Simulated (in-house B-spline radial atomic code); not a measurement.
# RPA and G0W0 on PBE: the antimony ion Sb³³⁺

Configuration [Ne] 3s2 3p6, mean-field start PBE. Computed with an all-electron radial atomic-structure program (B-spline basis): all electrons, non-relativistic, point nucleus, each spin shell either full or empty, empty states to l = 9 with an (l + 1/2)⁻⁴ tail; G0W0 by contour deformation at full frequency.

Without relativity these are model numbers: it shifts the levels of so heavy an element strongly and can reorder them.

Command:
```bash
python run_gw.py task.json out
```
Settings (radii: box in bohr, nucleus in fm):
```
Z                        51
electrons                18
configuration            [Ne] 3s2 3p6
hamiltonian              nr
method                   pbe,pbe
lmax                     9
spin_polarised           False
box_radius               2.84
intervals                47
```

Run time, properties included: 1.3 s on 1 thread of Arm Neoverse N1, with other jobs on the host.

Energies (hartree):

```tsv
term	value
mean-field total	-5497.70828
Hartree-Fock functional on these orbitals	-5497.25342
direct second order	-1.8344
second-order exchange	0.59392
SOSEX correction	0.54558
```

(1) What is the RPA correlation energy, and what remains with SOSEX?

Quasi-particle levels (eV):

```csv
level,occupied,mean field,Σx - vxc,Σc,QP weight,G0W0
3p,yes,-2144.60,-36.47,?,?,?
2p,yes,-5754.40,-115.81,10.51,0.984,-5859.70
3d,no,-1990.34,45.38,-3.29,0.989,-1948.26
```

G0W0 = mean field + (Σx - vxc) + Σc, with Σc (partial-wave tail included) taken at the quasi-particle energy. Only the outer levels were computed. Levels of low weight are left out.

(2) Where does G0W0 put 3p?

Answers

(1) RPA gives -1.617 hartree (-2.44 eV per electron); RPA + SOSEX gives -1.0714, and the second-order doubles -1.2405 hartree (no singles). SOSEX takes back 34 % of the RPA value.

(2) At -2181.85 eV, with Σc = -0.77 eV and a quasi-particle weight of 0.977. The tabulated removal energy is 2190 ± 5 eV (NIST, tabulated theory); the calculation leaves out relativity, Breit and QED terms, and what these don't explain is the method's own error.
